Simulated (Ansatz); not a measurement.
Mulliken charges of `N=C1[SiH2]S1` from r2SCAN/def2-TZVPP in Ansatz (PBE0-D4/def2-TZVP geometry).

```csv
atom,x (Å),y (Å),z (Å),charge (e)
N1,-1.547,0.665,-0.807,-0.311
C2,-0.586,0.081,-0.263,0.027
Si3,1.109,0.045,0.403,0.427
S4,-0.238,-1.598,0.365,-0.200
H5,-2.361,0.065,-0.945,0.168
H6,2.272,0.010,-0.510,-0.055
H7,1.412,0.664,1.711,-0.055
```

Q: By hand: the dipole of these point charges (1 e Å = 4.8032 D).

A: Σ q r = (0.387, 0.108, 0.118) e Å, of length 0.419 e Å = 2.01 D.

Q: How does the dipole of the full density compare? (Best estimate.)

A: Computed: (0.254, -0.083, 0.123) e Å, 1.41 D; the point charges give 1.43 times that, at 33° from its direction.

Point charges leave out the atoms' own dipoles, such as those of lone pairs, and Mulliken's split depends on the basis, so the two needn't agree.
